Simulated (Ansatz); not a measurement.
C6H12O2 (`CCCC(=O)OCC`) at its PBE0-D4/def2-TZVP geometry, where that method's forces vanish. The species carries charge 0 and has multiplicity 1.

| atom | x (Å) | y (Å) | z (Å) |
| --- | --- | --- | --- |
| C1 | -2.668 | 0.273 | -0.123 |
| C2 | -1.861 | 0.983 | -1.196 |
| C3 | -0.529 | 0.310 | -1.476 |
| C4 | 0.451 | 0.436 | -0.340 |
| O5 | 0.404 | 1.269 | 0.526 |
| O6 | 1.417 | -0.487 | -0.433 |
| C7 | 2.440 | -0.445 | 0.570 |
| C8 | 2.025 | -1.196 | 1.811 |
| H9 | -2.876 | -0.763 | -0.405 |
| H10 | -2.131 | 0.264 | 0.828 |
| H11 | -3.626 | 0.770 | 0.043 |
| H12 | -2.433 | 1.019 | -2.128 |
| H13 | -1.677 | 2.018 | -0.896 |
| H14 | -0.042 | 0.760 | -2.349 |
| H15 | -0.652 | -0.750 | -1.714 |
| H16 | 3.307 | -0.908 | 0.097 |
| H17 | 2.668 | 0.597 | 0.799 |
| H18 | 2.849 | -1.208 | 2.529 |
| H19 | 1.168 | -0.715 | 2.284 |
| H20 | 1.765 | -2.229 | 1.571 |

Question: For each bond, give half the difference of the two atoms' forces along it (eV/Å; positive pushes the atoms apart) under PBE-D4, r2SCAN-D4, B3LYP-D4, ωB97M-V in def2-TZVPP. (An estimate is asked.)

Answer: The calculation gave: 
```csv
bond,length (Å),PBE-D4,r2SCAN-D4,B3LYP-D4,ωB97M-V
C1–C2,1.519,0.01,0.11,0.19,0.17
C1–H9,1.094,0.11,-0.03,-0.06,-0.07
C1–H10,1.092,0.11,-0.03,-0.07,-0.07
C1–H11,1.092,0.10,-0.03,-0.07,-0.08
C2–C3,1.518,0.01,0.10,0.14,0.12
C2–H12,1.094,0.09,-0.05,-0.11,-0.11
C2–H13,1.093,0.12,-0.05,-0.11,-0.12
C3–C4,1.505,-0.28,-0.11,-0.04,0.03
C3–H14,1.096,0.10,-0.03,-0.11,-0.12
C3–H15,1.093,0.10,-0.05,-0.10,-0.11
C4–O5,1.203,0.90,0.31,0.20,0.08
C7–H16,1.091,0.07,-0.09,-0.16,-0.13
C8–H18,1.093,0.10,-0.02,-0.06,-0.07
C8–H20,1.092,0.10,-0.03,-0.06,-0.07
```

B3LYP here is the variant with VWN-RPA as its local correlation; programs differ in this.

Results of the Gaussian-basis code of Ansatz.
